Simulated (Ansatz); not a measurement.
`F[SiH](F)[O][GeH3]` + `F[SiH]1BC1` → `F[SiH2][O][GeH3]` + `F[Si]1(F)BC1`  (redistribution)

Calculated with Ansatz (gas phase, PBE0-D4/def2-TZVP geometries, no zero-point term in ΔE). CCSD(T)/CBS is the MP2 limit (def2-TZVPP, def2-QZVPP) plus CCSD(T) − MP2 in def2-TZVPP, frozen cores. DFT in def2-TZVPP. HSE06 is defined as in plane-wave codes. For Ge outer-core shells are correlated without core-valence functions, which leaves a few kJ/mol of doubt a bond. Scalar relativity is left out up to krypton. One conformer a species, not always the lowest.

```json
{"level": "revPBE-D4", "ΔE (kcal/mol)": "4.5", "difference from CCSD(T)/CBS": "-1.0"}
{"level": "BLYP-D4", "ΔE (kcal/mol)": "4.6", "difference from CCSD(T)/CBS": "-0.9"}
{"level": "r2SCAN-D4", "ΔE (kcal/mol)": "5.2", "difference from CCSD(T)/CBS": "-0.3"}
{"level": "PBE0-D4", "ΔE (kcal/mol)": "5.3", "difference from CCSD(T)/CBS": "-0.2"}
{"level": "BHLYP-D4", "ΔE (kcal/mol)": "6.0", "difference from CCSD(T)/CBS": "0.5"}
{"level": "ωB97X-V", "ΔE (kcal/mol)": "5.2", "difference from CCSD(T)/CBS": "-0.3"}
{"level": "ωB97M-V", "ΔE (kcal/mol)": "5.0", "difference from CCSD(T)/CBS": "-0.5"}
{"level": "B2PLYP", "ΔE (kcal/mol)": "5.1", "difference from CCSD(T)/CBS": "-0.4"}
{"level": "r2SCAN", "ΔE (kcal/mol)": "5.2", "difference from CCSD(T)/CBS": "-0.3"}
{"level": "r2SCAN0", "ΔE (kcal/mol)": "5.7", "difference from CCSD(T)/CBS": "0.2"}
{"level": "HSE06", "ΔE (kcal/mol)": "5.3", "difference from CCSD(T)/CBS": "-0.2"}
{"level": "HF/def2-SVP", "ΔE (kcal/mol)": "7.2", "difference from CCSD(T)/CBS": "1.7"}
{"level": "HF/def2-TZVPP", "ΔE (kcal/mol)": "6.7", "difference from CCSD(T)/CBS": "1.2"}
{"level": "CCSD(T)/def2-TZVPP", "ΔE (kcal/mol)": "5.2", "difference from CCSD(T)/CBS": "-0.3"}
{"level": "SCS-MP2/def2-QZVPP", "ΔE (kcal/mol)": "5.2", "difference from CCSD(T)/CBS": "-0.3"}
{"level": "HF/CBS(def2)", "ΔE (kcal/mol)": "6.8", "difference from CCSD(T)/CBS": "1.3"}
{"level": "CCSD(T)/CBS", "ΔE (kcal/mol)": "5.5", "difference from CCSD(T)/CBS": "0"}
```

Largest T1 diagnostic among the species: 0.014.

From PBE to PBE0 (25 % exact exchange), in def2-TZVPP and without D4, ΔE moves by +0.8 kcal/mol. In def2-TZVPP, CCSD(T) changes the Hartree–Fock value by −1.5 kcal/mol (the triples alone add −0.3 kcal/mol) and MP2 by −1.7 kcal/mol.
